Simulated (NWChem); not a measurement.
# Correlation energy of Se

SMILES: [Se]
```xyz
1

Se     0.0000     0.0000     0.0000
```
Charge 0, spin multiplicity 3.

Everything below was run with NWChem.

Basis set: def2-QZVP. Each correlation energy counts from its own Hartree-Fock reference.

The Hamiltonian is non-relativistic. The correlated methods keep 9 core orbitals frozen. The stability of the SCF solutions was not checked. Open-shell Hartree-Fock references start from PBE0 orbitals. Coupled-cluster values serve here as a point of comparison, not as the truth.

Task: Order these methods by the correlation energy they give, lowest first: UMP2, SCS-UMP2, CCSD on ROHF, CCSD[T] on ROHF, CCSD on UHF.

Result: CCSD[T] on ROHF (-299.6 mHa), CCSD on ROHF (-290.9 mHa), CCSD on UHF (-285.8 mHa), UMP2 (-280.7 mHa), SCS-UMP2 (-260.2 mHa)
